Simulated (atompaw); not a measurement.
**What one change does to a pseudopotential (Cr (Z = 24), PAW (atompaw))**

atompaw 4.2.0.5 input, output lines left out:

```
Cr 24
GGA-PBE scalarrelativistic loggrid 1500 logderivrange -7 5 301
4 4 3 0 0 0
4 0 0.5
4 1 0
3 2 5.5
0 0 0
c
c
v
v
c
v
v
v
2
1.65 1.60 1.25 1.05
n
n
y
4.5
n
custom polynom vanderbiltortho besselshape
bessel
1.20
1.65
1.65
1.65
1.30
1.30
```

All-electron outer shells of the reference configuration (PBE, scalar-relativistic, ld1.x):

| shell | level (eV) | outermost node (bohr) | outermost maximum (bohr) |
| --- | --- | --- | --- |
| 2s | -665.71 | 0.09 | 0.24 |
| 2p | -559.29 | – | 0.20 |
| 3s | -72.67 | 0.36 | 0.78 |
| 3p | -44.17 | 0.33 | 0.80 |
| 4s | -3.71 | 1.12 | 2.81 |
| 3d | -1.94 | – | 0.85 |
| 4p | -0.87 | 1.26 | 4.15 |

Change: local potential troulliermartins scheme with l = 3 at 1 Ry, radius 1.25 bohr.

Cutoffs: the cutoffs (Ry, on a coarse ladder) from which the occupation-weighted sum of valence levels, in a spherical-Bessel basis at the reference potential, stays within 10 and 1 mRy of its value at 400 Ry; they do not see the model core or the augmentation charge, which bear on the density cutoff.

Problem. What does the change do?

Solution. The potential gets neither clearly harder nor softer (60 Ry and 100 Ry → 55 Ry and 100 Ry); the range in which the s phases agree narrows (upper end at the end of the scan → 3.2); neither file shows a bound ghost.

```tsv
quantity	base	changed
cutoff, loose	60 Ry	55 Ry
cutoff, tight	100 Ry	100 Ry
bound ghosts	none	none
s: phases at 1.66 bohr within 0.05 rad from the reference energy up to (Ry; the scan ends near 5)	to the end of the scan	3.2
p: phases at 1.66 bohr within 0.05 rad from the reference energy up to (Ry; the scan ends near 5)	to the end of the scan	to the end of the scan
d: phases at 1.66 bohr within 0.05 rad from the reference energy up to (Ry; the scan ends near 5)	to the end of the scan	to the end of the scan
lowest overlap eigenvalue by channel	s 0.68, p 0.91, d 0.94	s 0.73, p 0.89, d 0.93
```

 The cutoffs see the waves, projectors and local potential, not the compensation charge or the core.
